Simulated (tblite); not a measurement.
Species: C6H12ClNSi.
SMILES with atom numbers: `[CH3:1][CH:2]([CH3:3])[CH2:4][Si@@H:5]([Cl:6])[CH2:7][C:8]#[N:9]` (hydrogens: H10, H11, H12 on C1; H13 on C2; H14, H15, H16 on C3; H17, H18 on C4; H19 on Si5; H20, H21 on C7)

Computed geometry: GFN2-xTB, gas phase.

(1) What internal coordinates does the optimisation give?

Results:

(1) 
```tsv
bond	length (Å)
C1–C2	1.525
C2–C3	1.528
C2–C4	1.534
C4–Si5	1.901
Si5–Cl6	2.027
Si5–C7	1.924
C7–C8	1.428
C8≡N9	1.144
C1–H10, C1–H11, C1–H12	1.088
C2–H13	1.096
C3–H14, C3–H15, C3–H16	1.088
C4–H17	1.094
C4–H18	1.092
Si5–H19	1.463
C7–H20	1.092
C7–H21	1.091
```

Bonds in one row agree within 0.01 Å and their mean is given. A selection of angles:
```tsv
angle	degrees
C1–C2–C3	110.0
C1–C2–C4	111.3
C3–C2–C4	109.9
C2–C4–Si5	115.7
C4–Si5–Cl6	110.5
C4–Si5–C7	108.6
Cl6–Si5–C7	106.4
Si5–C7–C8	110.8
C7–C8–N9	178.5
```

Torsions: C1–C2–C4–Si5 62° (synclinal); C2–C4–Si5–Cl6 52° (synclinal); C4–Si5–C7–C8 59° (synclinal).

Si5 (chlorine-bound silicon) is distorted tetrahedral (angles from 106.4° to 114.3°). The 2 C–Si bonds span 1.901 Å (C4–Si5, drawn single) to 1.924 Å (Si5–C7, drawn single), a spread of 0.023 Å. The 4 C–C bonds span 1.428 Å (C7–C8, drawn single) to 1.534 Å (C2–C4, drawn single), a spread of 0.106 Å. Of the pairs four or more bonds apart, Si5···H10 is among the closest relative to their van der Waals radii: 2.94 Å, 89 % of the sum of Bondi's values.

Point group: C1 (no symmetry element, even within 0.4 Å). Its GFN2-xTB frequencies are all real (lowest 29 cm⁻¹). One conformer, not necessarily the lowest.
